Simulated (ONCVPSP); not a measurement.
**What the settings do to the ONCV potential of Hg**

Base potential:

mercury, optimised norm-conserving Vanderbilt (ONCV), made with ONCVPSP 4.0.1 (PW91, non-relativistic). Core [Kr] 4d10 4f14, reference 5s2 5p6 5d10 6s1 (charge +1). Waves: 5s+6s: rc 1.35 bohr, ncon 5, nbas 9, qcut 7.3 1/bohr, 2 projectors; 5p: rc 1.70 bohr, ncon 5, nbas 10, qcut 9.3 1/bohr, 2 projectors, debl 3.3 Ha; 5d: rc 2.05 bohr, ncon 3, nbas 8, qcut 7.3 1/bohr, 2 projectors, debl 1.4 Ha. Local part: polynomial inside 1.20 bohr (lpopt 5, dvloc0 0 Ha). Core correction: Teter function, fcfact 4, rcfact 1.55.

All-electron outer shells of the reference configuration (PW91, non-relativistic, ld1.x):

| shell | level (eV) | outermost node (bohr) | outermost maximum (bohr) |
| --- | --- | --- | --- |
| 4f | -119.79 | – | 0.36 |
| 5s | -101.35 | 0.52 | 0.91 |
| 5p | -69.74 | 0.53 | 0.97 |
| 5d | -20.41 | 0.55 | 1.15 |
| 6s | -12.28 | 1.20 | 2.41 |

Cutoffs, loose and tight: the cutoffs (Ha) at which the residual kinetic energy of the hardest occupied pseudo-wave falls to 1 and 0.1 mHa per electron. They do not see the model core or the augmentation charge, which bear on the density cutoff. Test errors are all-electron minus pseudo excitation energies from the reference, over the configurations 5s2 5p6 5d10 6s2; 5s2 5p6 5d10 6s0; 5s2 5p6 5d9 6s0; 5s2 5p5 5d10 6s2. A dash means not determined; rows that change the core or the reference have their own tests.

```tsv
change	outcome	cutoff, loose	cutoff, tight	bound ghosts	GHOST(+) flags above zero	largest test error (meV)
base	generated	43 Ha	117 Ha	none	s	-70
d: qcut 4.2	generated	–	–	none	s, d	-267
d: qcut 5.1	generated	43 Ha	117 Ha	none	s, d	-176
d: qcut 7.5	generated	43 Ha	117 Ha	none	s	-66
d: qcut 8.5	generated	43 Ha	117 Ha	none	s	-51
d: qcut 9.4	generated	43 Ha	117 Ha	none	s	-45
d: qcut 10.3	generated	43 Ha	117 Ha	none	s	-49
d: qcut 10.8	generated	43 Ha	117 Ha	none	s	-48
```

(1) What comes out with this change to the base: d: qcut 6?

(2) What comes out with this change to the base: d: qcut 6.6?

Results:

(1) outcome: generated; cutoff, loose: 43 Ha; cutoff, tight: 117 Ha; bound ghosts: none; GHOST(+) flags above zero: s; largest test error (meV): -117.

(2) outcome: generated; cutoff, loose: 43 Ha; cutoff, tight: 117 Ha; bound ghosts: none; GHOST(+) flags above zero: s; largest test error (meV): -91.

Reading the sweep of the qcut of the d channel (base included, trends over the rows without a ghost): The loose cutoff stays near 43 Ha. The median size of the test errors (rows with all tests solved) is not monotonic: lowest 0.6 meV at 8.5 1/bohr, highest 28.3 meV at 4.2 1/bohr.
